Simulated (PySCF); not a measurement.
PySCF input file for Ga(Me)2(NH3) (C2H9GaN), SMILES [CH3][Ga]([CH3])<-[NH3] (connectivity only; charge and spin as stated), neutral, multiplicity 2, r2SCAN-D4/def2-SVP. Coordinates come from a r2SCAN-D4/def2-SVP optimisation. The multiplicity is an assumed one; no other spin state was optimised. The isomer is the one that the SMILES or the coordinates give; other isomers of the formula were not compared.

```python
import numpy as np
from pyscf import gto, scf, dft, df
from pyscf.hessian import thermo

mol = gto.M(
    atom='''
    Ga    0.41536583    0.20452440   -0.00000000
    C    -0.50788298    0.72593008    1.70481206
    H    -0.13726530    0.17666272    2.58585570
    H    -0.35899521    1.79950210    1.90696373
    H    -1.59809697    0.55690144    1.62297698
    C    -0.50788298    0.72593008   -1.70481206
    H    -0.13726530    0.17666272   -2.58585570
    H    -1.59809698    0.55690144   -1.62297698
    H    -0.35899521    1.79950209   -1.90696373
    N    -0.22502614   -1.90483261    0.00000000
    H    -1.24597654   -1.97386474    0.00000001
    H     0.11406470   -2.40492838   -0.82323005
    H     0.11406470   -2.40492838    0.82323006
    ''',
    basis='def2-SVP',
    charge=0,
    spin=1,
    max_memory=1600,
    verbose=3,
)
mf = dft.UKS(mol, xc='r2scan').density_fit(auxbasis='def2-universal-jkfit')
mf.disp = 'd4'
mf.grids.level = 4
mf.conv_tol = 1e-11
mf.max_cycle = 100
mf.kernel()
fine, coarse = mf.grids, dft.Grids(mol).set(level=1).build(with_non0tab=True)
for _ in range(3):  # follow internal instabilities
    mf.grids = coarse
    mo, _, stable, _ = mf.stability(return_status=True, nroots=4)
    mf.grids = fine
    if stable:
        break
    mf.kernel(mf.make_rdm1(mo, mf.mo_occ))

# [left out here: the lines that compute and print the analytic Hessian (its translational invariance restored by hand, since the grid's response is missing), thermochemistry and intensities]
```

Program output:

```

WARN: HOMO -0.151107416789301 >= LUMO -0.151107416789298

converged SCF energy = -2060.77936727083  <S^2> = 0.75199049  2S+1 = 2.0019895
<class 'pyscf.df.df_jk.DFUKS'> wavefunction is stable in the internal stability analysis

WARN: MGGA Hessian is sensitive to dft grids. grids.level 4 may not be dense enough.


WARN: DFTD4 does not support analytical Hessian, using finite difference.


WARN: Mole.unit (angstrom) is changed to Bohr

Mode                                 0                   1                   2
Irrep
Freq [cm^-1]                       86.1845            101.7712            102.6520
Reduced mass [au]                   1.0201              1.0293              1.0857
Force const [Dyne/A]                0.0045              0.0063              0.0067
Char temp [K]                     124.0003            146.4260            147.6934
Normal mode                   x     y     z       x     y     z       x     y     z
       0  Ga                 0.00 -0.00  0.00    0.00 -0.00  0.01   -0.01  0.02  0.00
       1   C                -0.02  0.01 -0.01   -0.01  0.00  0.00    0.01 -0.04  0.02
       2   H                -0.13 -0.09 -0.03    0.22  0.28  0.07   -0.22 -0.34 -0.07
       3   H                 0.10 -0.02  0.07   -0.32  0.09 -0.22    0.31 -0.13  0.28
       4   H                -0.03  0.15 -0.07    0.03 -0.34  0.12   -0.04  0.30 -0.09
       5   C                 0.02 -0.01 -0.01    0.01 -0.00  0.00    0.01 -0.04 -0.02
       6   H                 0.13  0.09 -0.03   -0.22 -0.28  0.07   -0.22 -0.34  0.07
       7   H                 0.03 -0.15 -0.07   -0.03  0.34  0.12   -0.04  0.30  0.09
       8   H                -0.10  0.02  0.07    0.32 -0.09 -0.22    0.31 -0.13 -0.28
       9   N                 0.00 -0.00  0.01   -0.00  0.00 -0.03    0.02  0.01 -0.00
      10   H                 0.00  0.00  0.53   -0.00  0.00  0.16    0.02 -0.02  0.00
      11   H                -0.43  0.15 -0.26   -0.16  0.08 -0.15    0.04  0.01 -0.00
[...]
       4   H                -0.00  0.02  0.05   -0.03  0.13  0.33    0.03 -0.14 -0.33
       5   C                 0.01 -0.00  0.01   -0.05  0.02 -0.07   -0.04  0.02 -0.07
       6   H                -0.04  0.03 -0.03    0.25 -0.18  0.20    0.24 -0.19  0.20
       7   H                -0.00  0.02 -0.05    0.03 -0.13  0.33    0.03 -0.14  0.33
       8   H                -0.04 -0.01 -0.05    0.22  0.04  0.30    0.22  0.04  0.30
       9   N                -0.03 -0.10 -0.00    0.00  0.00 -0.00   -0.00 -0.01 -0.00
      10   H                -0.04  0.51  0.00   -0.00 -0.00  0.00   -0.01  0.10 -0.00
      11   H                 0.24  0.43 -0.17    0.00  0.00 -0.00    0.04  0.07 -0.03
      12   H                 0.24  0.43  0.17   -0.00 -0.00 -0.00    0.04  0.07  0.03
Mode                                18                  19                  20
Irrep
Freq [cm^-1]                     1418.9755           1424.3310           1430.0681
Reduced mass [au]                   1.0571              1.0549              1.0580
Force const [Dyne/A]                1.2541              1.2609              1.2749
Char temp [K]                    2041.5898           2049.2951           2057.5496
Normal mode                   x     y     z       x     y     z       x     y     z
       0  Ga                 0.00 -0.00 -0.00    0.00 -0.00  0.00   -0.00 -0.00  0.00
       1   C                 0.00  0.04 -0.01    0.00 -0.04  0.02    0.04  0.00  0.02
       2   H                -0.36 -0.16  0.03    0.33  0.08 -0.06   -0.14 -0.35 -0.14
       3   H                 0.25  0.02 -0.11   -0.31  0.01  0.04   -0.36  0.12 -0.32
       4   H                 0.06 -0.43  0.24   -0.06  0.46 -0.20   -0.02  0.20  0.16
       5   C                -0.00 -0.04 -0.01    0.00 -0.04 -0.02   -0.04 -0.00  0.02
       6   H                 0.36  0.16  0.03    0.33  0.08  0.06    0.14  0.35 -0.14
       7   H                -0.06  0.43  0.24   -0.06  0.46  0.20    0.02 -0.20  0.16
       8   H                -0.25 -0.02 -0.11   -0.31  0.01 -0.04    0.36 -0.12 -0.32
       9   N                 0.00  0.00  0.00   -0.00  0.00 -0.00    0.00  0.00 -0.00
      10   H                -0.00 -0.00 -0.02   -0.00 -0.00  0.00    0.00 -0.00  0.01
      11   H                -0.01 -0.00 -0.00    0.00 -0.00  0.00    0.01 -0.00  0.00
      12   H                 0.01  0.00 -0.00    0.00 -0.00 -0.00   -0.01  0.00  0.00
Mode                                21                  22                  23
Irrep
Freq [cm^-1]                     1438.5242           1622.9369           1627.3781
Reduced mass [au]                   1.0512              1.0595              1.0598
Force const [Dyne/A]                1.2817              1.6442              1.6537
Char temp [K]                    2069.7161           2335.0448           2341.4347
Normal mode                   x     y     z       x     y     z       x     y     z
       0  Ga                -0.00 -0.00  0.00   -0.00  0.00 -0.00    0.00 -0.00 -0.00
       1   C                -0.04 -0.01 -0.02   -0.00  0.00 -0.00    0.00  0.00  0.00
       2   H                 0.21  0.38  0.13   -0.01 -0.00  0.00   -0.00 -0.02 -0.01
       3   H                 0.29 -0.12  0.33    0.01 -0.00 -0.00   -0.01  0.00 -0.01
       4   H                 0.01 -0.11 -0.22    0.00 -0.02  0.00   -0.00  0.01  0.01
       5   C                -0.04 -0.01  0.02    0.00 -0.00 -0.00    0.00  0.00 -0.00
       6   H                 0.21  0.38 -0.13    0.01  0.00  0.00   -0.00 -0.02  0.01
       7   H                 0.01 -0.11  0.22   -0.00  0.02  0.00   -0.00  0.01 -0.01
       8   H                 0.29 -0.12 -0.33   -0.01  0.00 -0.00   -0.01  0.00  0.01
       9   N                 0.00 -0.00  0.00   -0.00  0.00 -0.06    0.06 -0.02 -0.00
      10   H                 0.00 -0.00  0.00   -0.00  0.00  0.73    0.06 -0.30  0.00
      11   H                -0.02  0.01 -0.02    0.43  0.10  0.07   -0.45  0.28 -0.38
      12   H                -0.02  0.01  0.02   -0.43 -0.10  0.07   -0.45  0.28  0.38
Mode                                24                  25                  26
Irrep
Freq [cm^-1]                     3002.2148           3003.3541           3105.3960
Reduced mass [au]                   1.0372              1.0371              1.0988
Force const [Dyne/A]                5.5082              5.5118              6.2432
Char temp [K]                    4319.5186           4321.1579           4467.9734
Normal mode                   x     y     z       x     y     z       x     y     z
       0  Ga                 0.00 -0.00  0.00    0.00 -0.00 -0.00    0.00  0.00  0.00
       1   C                 0.03 -0.00 -0.02   -0.03  0.00  0.02   -0.05 -0.02 -0.03
       2   H                 0.12 -0.17  0.26   -0.12  0.17 -0.26    0.12 -0.20  0.30
       3   H                 0.05  0.31  0.05   -0.05 -0.31 -0.05    0.04  0.34  0.05
       4   H                -0.51 -0.09 -0.06    0.51  0.08  0.05    0.43  0.07  0.03
       5   C                -0.03  0.00 -0.02   -0.03  0.00 -0.02    0.05  0.02 -0.03
       6   H                -0.12  0.17  0.26   -0.12  0.17  0.26   -0.12  0.20  0.30
       7   H                 0.51  0.09 -0.06    0.51  0.08 -0.05   -0.43 -0.07  0.03
       8   H                -0.05 -0.31  0.05   -0.05 -0.31  0.05   -0.04 -0.34  0.05
       9   N                -0.00 -0.00 -0.00   -0.00  0.00  0.00    0.00 -0.00 -0.00
      10   H                 0.00  0.00 -0.00    0.00  0.00  0.00   -0.00 -0.00  0.00
      11   H                -0.00  0.00 -0.00   -0.00  0.00  0.00    0.00  0.00  0.00
      12   H                 0.00 -0.00 -0.00   -0.00  0.00 -0.00   -0.00 -0.00  0.00
Mode                                27                  28                  29
Irrep
Freq [cm^-1]                     3106.2530           3129.6422           3129.8906
Reduced mass [au]                   1.0984              1.1013              1.1014
Force const [Dyne/A]                6.2441              6.3555              6.3573
Char temp [K]                    4469.2065           4502.8583           4503.2158
Normal mode                   x     y     z       x     y     z       x     y     z
       0  Ga                -0.00 -0.00  0.00   -0.00  0.00 -0.00    0.00 -0.00 -0.00
       1   C                -0.05 -0.02 -0.03   -0.01  0.06 -0.02    0.01 -0.06  0.02
       2   H                 0.12 -0.20  0.30    0.16 -0.22  0.36   -0.16  0.22 -0.36
       3   H                 0.04  0.33  0.05   -0.07 -0.48 -0.09    0.07  0.48  0.10
       4   H                 0.43  0.07  0.03   -0.01  0.01 -0.00    0.01 -0.01  0.01
       5   C                -0.05 -0.02  0.03    0.01 -0.06 -0.02    0.01 -0.06 -0.02
       6   H                 0.12 -0.20 -0.30   -0.16  0.22  0.36   -0.16  0.22  0.36
       7   H                 0.43  0.07 -0.03    0.01 -0.01 -0.00    0.01 -0.01 -0.01
       8   H                 0.04  0.33 -0.05    0.07  0.48 -0.09    0.07  0.48 -0.10
       9   N                -0.00  0.00 -0.00   -0.00 -0.00 -0.00    0.00  0.00 -0.00
      10   H                 0.00  0.00  0.00    0.00 -0.00 -0.00   -0.00  0.00 -0.00
      11   H                 0.00 -0.00  0.00   -0.00  0.00  0.00   -0.00  0.00 -0.00
      12   H                 0.00 -0.00 -0.00    0.00 -0.00  0.00   -0.00  0.00  0.00
Mode                                30                  31                  32
Irrep
Freq [cm^-1]                     3452.0943           3584.2501           3606.3939
Reduced mass [au]                   1.0290              1.0904              1.0918
Force const [Dyne/A]                7.2246              8.2535              8.3666
Char temp [K]                    4966.7951           5156.9378           5188.7979
Normal mode                   x     y     z       x     y     z       x     y     z
       0  Ga                 0.00  0.00  0.00    0.00  0.00  0.00   -0.00  0.00  0.00
       1   C                -0.00 -0.00 -0.00   -0.00 -0.00 -0.00    0.00  0.00 -0.00
       2   H                -0.00  0.00  0.00    0.00 -0.00  0.00    0.00 -0.00  0.00
       3   H                 0.00 -0.00 -0.00    0.00  0.00 -0.00   -0.00 -0.00  0.00
       4   H                 0.00  0.00  0.00    0.00  0.00  0.00    0.00 -0.00 -0.00
       5   C                -0.00 -0.00  0.00   -0.00 -0.00  0.00   -0.00 -0.00 -0.00
       6   H                -0.00  0.00 -0.00    0.00 -0.00 -0.00   -0.00  0.00  0.00
       7   H                 0.00  0.00 -0.00    0.00  0.00 -0.00   -0.00  0.00 -0.00
       8   H                 0.00 -0.00  0.00    0.00  0.00  0.00    0.00  0.00  0.00
       9   N                 0.02  0.03 -0.00    0.07 -0.03  0.00   -0.00  0.00  0.08
      10   H                -0.67 -0.01  0.00   -0.69 -0.04  0.00    0.00  0.00  0.01
      11   H                 0.18 -0.23 -0.42   -0.15  0.22  0.38    0.23 -0.33 -0.54
      12   H                 0.18 -0.23  0.42   -0.15  0.22 -0.38   -0.23  0.33 -0.54
temperature 298.1500 [K]
pressure 101325.00 [Pa]
Rotational constants [GHz] 4.41442 4.12089 2.71045
Symmetry number 1
Zero-point energy (ZPE) 0.10783 [Eh]   283103.762 [J/mol]
                           tot       elec      trans        rot        vib
Entropy [J/mol/K]       387.557      5.763    168.119    109.957    103.717
Cv [J/mol/K]            120.621      0.000     12.472     12.472     95.677
Cp [J/mol/K]            128.935      0.000     20.786     12.472     95.677
Internal energy [J/mol]                      3718.434   3718.434 299163.698
Internal energy [Eh]   -2060.66259  -2060.77937
Enthalpy [J/mol]                             6197.391   3718.434 299163.698
Enthalpy [Eh]          -2060.66165
Gibbs free energy [J/mol]                  -43927.409 -29065.259 268240.425
Gibbs free energy [Eh] -2060.70566
mode   freq/cm-1   IR/(km/mol)
   1       86.18         0.017
   2      101.77         0.067
   3      102.65         0.100
   4      124.59         3.431
   5      133.27         4.529
   6      147.84         0.645
   7      291.46        10.946
   8      484.64         3.959
   9      495.47         1.677
  10      506.36        20.497
  11      539.81        52.744
  12      614.65         1.186
  13      673.46        39.190
  14      695.26        47.739
  15      742.74        69.914
  16     1149.32       125.975
  17     1175.08         4.841
  18     1185.00         1.989
  19     1418.98         0.330
  20     1424.33         5.820
  21     1430.07         5.943
  22     1438.52         1.069
  23     1622.94        22.127
  24     1627.38        22.642
  25     3002.21        30.910
  26     3003.35        28.966
  27     3105.40        10.140
  28     3106.25        26.889
  29     3129.64         5.005
  30     3129.89        18.850
  31     3452.09         2.035
  32     3584.25        35.575
  33     3606.39        35.512
max |gradient| / (hartree/bohr): 0.00010565143370516722
APT charges: [ 7.406e-01 -3.023e-01 -1.890e-02 -7.000e-04 -6.250e-02 -3.023e-01
 -1.890e-02 -6.250e-02 -7.000e-04 -4.772e-01  1.377e-01  1.821e-01
  1.821e-01]
```

Self-consistency was reached.
